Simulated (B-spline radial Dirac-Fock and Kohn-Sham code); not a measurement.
The B-like isoelectronic sequence (5 electrons), Z = 45 to 52

Calculated with a radial B-spline solver, using Dirac-Fock energy differences between relaxed states, corrected for Breit and QED terms. Binding energies in eV, tabulated ground configurations ([He] 2s2 2p1 throughout). Correlation and solid-state effects are left out.

```csv
ion,1s,2s,outermost level,NIST ionisation energy
Rh⁴⁰⁺,26701.9,6258.7,6057.8 (2p),6161 ± 5
Pd⁴¹⁺,27971.0,6569.4,6354.8 (2p),6469 ± 5
Ag⁴²⁺,29272.3,6888.4,6659.3 (2p),6785 ± 5
Cd⁴³⁺,?,?,?,?
In⁴⁴⁺,31972.2,7551.7,7290.6 (2p),7442 ± 6
Sn⁴⁵⁺,33371.3,7896.2,7617.6 (2p),7790 ± 4
Sb⁴⁶⁺,34803.6,8249.3,7952.2 (2p),8140 ± 4
Te⁴⁷⁺,36269.3,8611.2,8294.4 (2p),8499 ± 4
```

Q: Fill in the row of Cd⁴³⁺.

A: 1s 30605.9, 2s 7215.8, outermost 6971.2 (2p), NIST 7109 ± 5 eV.

NIST's values are for the lowest levels; a dash marks a value that is missing or belongs to another shell. Their kind here: semi-empirical, theoretical. Where a p, d or f shell is open in either ion the computed value averages over both j values and all terms, while the table refers to the lowest levels; that difference holds spin-orbit splitting (largest in heavy or highly charged ions), term energies where several electrons share open shells, and correlation, and it can reach 10 % or more.
